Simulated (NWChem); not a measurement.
Molecule: GaCl₂F; SMILES [F][Ga]([Cl])[Cl]

```xyz
4

Ga     0.0000     0.0000     0.2513
F      0.0000     0.0000     1.9870
Cl    -1.8591     0.0000    -0.7551
Cl     1.8591     0.0000    -0.7551
```
Atoms are numbered in this order, from 1.

All runs: NWChem. Structure relaxed at the PBE0/def2-SVP level.

For level Hartree-Fock/def2-TZVP:

| Quantity | Value |
|---|---|
| orbital gap (eV) | 14.56 |

Question: Estimate the same quantities for level Hartree-Fock/def2-SVPD.

Answer: The orbital gap (eV) comes out as 13.79.
